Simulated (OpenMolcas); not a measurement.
**Be: effect of correlating more closed shells**

```
Program             : OpenMolcas 26.06
Basis               : ANO-RCC-VTZP [4s3p2d1f]
Scalar Hamiltonian  : DKH2, point nucleus
Active space        : 2 electrons in 4 orbitals (2s 2p)
State averaging     : 2S+1 = 3 even, 3 roots; 2S+1 = 1 even, 6 roots; 2S+1 = 3 odd, 3 roots; 2S+1 = 1 odd, 3 roots
Spin-orbit coupling : RASSI with atomic mean-field integrals over the reference wave functions, term energies averaged over their components
```

Methods on the same reference wave functions:
A. CASSCF
B. SS-CASPT2, IPEA 0.25 Eh, imaginary shift 0.1 Eh (closed shells correlated: none)
C. SS-CASPT2, IPEA 0.25 Eh, imaginary shift 0.1 Eh (closed shells correlated: 1s)

Energies in cm-1 above 2s2 1S0, the measured ground level; measured values from NIST Handbook of Basic Atomic Spectroscopic Data.

```
      Level      A      B      C  Measured
    2s2 1S0    0.0    0.0    0.0       0.0
2s 2p 3P* 0  21948  22069  22005     21978
2s 2p 3P* 1  21949  22070  22006     21979
2s 2p 3P* 2  21951  22072  22008     21981
2s 2p 1P* 1  49147  45996  45865     42565
    2p2 3P0  60491  60491  60256     59694
    2p2 3P1  60492  60492  60256     59695
    2p2 3P2  60494  60494  60258     59697
    2p2 1D2  67976  63217  63021     56882
```

Deviations, from unrounded energies. A percentage is the sum of absolute deviations over the sum of measured energies, with the sign that they share, or ± where signs differ.

```tsv
Against measurement	Levels	A	B	C
mean absolute deviation (cm-1)	8	2500	1600	1400
other configurations (%)	8	±5.9	+3.6	+3.3
```

C lies closest to measurement on these levels and A furthest from it. The largest miss of C in the table is 2p2 1D2, by +6100 cm-1. The ranking rests on the paired levels alone, and a cruder setting can come out closer through cancelling errors.

Between B and C the level of the table that moves most is 2p2 3P1, by 240 cm-1 (lowest in C, highest in B).

The lowest spin-free term lies below A's lowest term by 0.005 hartree in B, 0.041 hartree in C.

What an inner shell adds also hangs on whether the basis holds functions to correlate it.

Without dynamic correlation excited terms often stand tens of per cent too high (terms of higher spin than the ground term too low), and those without a measured partner can miss by more than the paired ones (holds for A). Computed and measured levels are paired by configuration, term and J; levels that our copy of the source lacks, or whose pairing is in doubt (as where it misses far off the trend of its configuration), stay unpaired and out of the deviations. Only configurations of the active space appear.

* marks odd parity.
